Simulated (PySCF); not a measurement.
A GIAO shielding run with PySCF 2.14.0 with density-fitted response routines (density fitting, non-relativistic, gas phase) on `CO[Si@@H](O)OCCS`, C3H10O3SSi:

```
$ OMP_NUM_THREADS=1 python probes_run.py task.json out

{"job": {"kind": "nmr", "xc": "PBE0", "basis": "pcSseg-1"}, "charge": 0, "multiplicity": 1}
C      3.095074    -0.310131     0.999087
O      1.745839    -0.359490     0.630008
Si     0.841796     0.829557     0.016539
O      1.563135     1.451415    -1.294645
O     -0.556849     0.182981    -0.484114
C     -1.435900    -0.598400     0.272943
C     -2.681156    -0.891362    -0.546177
S     -3.610718     0.640059    -0.893224
H      3.696077     0.134437     0.204614
H      3.218875     0.283089     1.907879
H      3.427630    -1.332014     1.184471
H      0.603612     1.876730     1.007906
H      1.060546     1.937644    -1.941012
H     -1.707489    -0.068466     1.193271
H     -0.946493    -1.539791     0.547622
H     -3.360567    -1.541183     0.002262
H     -2.414874    -1.349636    -1.498631
H     -2.547298     1.314254    -1.320457
```

Hardware: 1 thread of an Arm Neoverse N1, shared host. The job also computes population analyses, field gradients.

Task: How large is the calculation?

Result: 82 electrons, 200 basis functions and 1086 auxiliary functions.

Task: How long does it take, and how much memory does it need?

Result: 78 s of wall time, with 14 SCF cycles and 5 response iterations; peak memory 0.9 GiB. Times on a shared host scatter by some tens of per cent.
